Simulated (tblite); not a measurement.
Compound: cyclopentanemethanol, C6H12O.
SMILES with atom numbers: `[OH:1][CH2:2][CH:3]1[CH2:4][CH2:5][CH2:6][CH2:7]1` (hydrogens: H8 on O1; H9, H10 on C2; H11 on C3; H12, H13 on C4; H14, H15 on C5; H16, H17 on C6; H18, H19 on C7)

Computed with GFN2-xTB (tblite), gas phase: Langevin dynamics at 300 K from the optimised GFN2-xTB geometry, time step 0.5 fs, friction 0.01 fs⁻¹, 2000 steps. The instantaneous temperature is 2·E(kin)/(3Nk) with all 3N coordinates.

```
t (fs)  T (K)  E(pot) above start (eV)  O1–C2 (Å)  C2–C3 (Å)  C3–C4 (Å)  C4–C5 (Å)  C5–C6 (Å)  O1–H8 (Å)  O1–C2–C3–C4 (°)
     0    244                    0.000      1.408      1.529      1.533      1.524      1.528      0.964              -60
    50    277                    0.406      1.383      1.508      1.520      1.568      1.534      0.967              -61
   100    267                    0.513      1.451      1.503      1.501      1.540      1.522      0.991              -79
   150    185                    0.790      1.393      1.549      1.542      1.507      1.522      0.963              -79
   200    188                    0.618      1.445      1.524      1.498      1.525      1.527      0.955              -80
   250    289                    0.576      1.395      1.516      1.518      1.527      1.558      0.962              -62
   300    308                    0.570      1.398      1.551      1.594      1.536      1.561      1.000              -40
   350    268                    0.579      1.453      1.525      1.562      1.539      1.553      0.938              -50
   400    252                    0.648      1.411      1.562      1.538      1.534      1.525      0.976              -61
   450    381                    0.672      1.403      1.585      1.544      1.512      1.513      0.977              -77
   500    243                    0.993      1.372      1.546      1.586      1.582      1.582      0.963              -80
   550    264                    0.757      1.474      1.546      1.495      1.517      1.507      0.994              -79
   600    307                    0.780      1.353      1.510      1.585      1.541      1.543      0.926              -74
   650    367                    0.710      1.483      1.610      1.530      1.503      1.517      0.984              -57
   700    431                    0.660      1.395      1.518      1.537      1.545      1.520      0.996              -54
   750    316                    0.761      1.367      1.543      1.529      1.515      1.524      0.914              -52
   800    387                    0.400      1.427      1.526      1.561      1.506      1.510      0.950              -59
   850    285                    0.690      1.358      1.536      1.512      1.500      1.502      1.029              -53
   900    272                    0.528      1.410      1.517      1.564      1.513      1.503      0.961              -59
   950    280                    0.508      1.452      1.526      1.523      1.498      1.560      0.917              -76
  1000    291                    0.534      1.380      1.549      1.555      1.491      1.510      0.989              -75
```

**Question.** From 500 fs on, how do temperature and potential energy compare with equipartition?

**Answer.** The mean temperature of these 11 frames is 313 K against the target 300 K, and the mean potential energy 0.67 eV against 51 × kT/2 = 0.66 eV for 51 classical harmonic modes. For 19 atoms in a canonical ensemble the temperature itself scatters by T·√(2/(3N)) = 56 K; here its standard deviation is 55 K. The whole run lasts only 10 friction times of 100 fs, so these averages carry a wide statistical error.

**Question.** What are the kinetic and total energies of the listed frame with the highest potential energy?

**Answer.** The one at 500 fs, 0.993 eV above the start. Its kinetic energy is 3NkT/2 = 0.598 eV at 243 K, so the sum is 1.59 eV; over the listed frames the sum runs from 0.60 to 1.72 eV, since the thermostat adds and removes energy.

**Question.** How much do the listed bonds fluctuate from 500 fs on?

**Answer.** 
```tsv
bond	at the start (Å)	mean (Å)	standard deviation (Å)
O1–C2	1.408	1.407	0.044
C2–C3	1.529	1.539	0.026
C3–C4	1.533	1.543	0.028
C4–C5	1.524	1.519	0.025
C5–C6	1.528	1.525	0.025
O1–H8	0.964	0.966	0.035
```

The motion is classical and holds no zero-point motion.

What follows is the cost of the whole dynamics run. The run took 35 s of wall time on one thread, Intel Xeon at 2.50 GHz (x86_64) (shared host), and the process peaked at 0.18 GiB of memory.
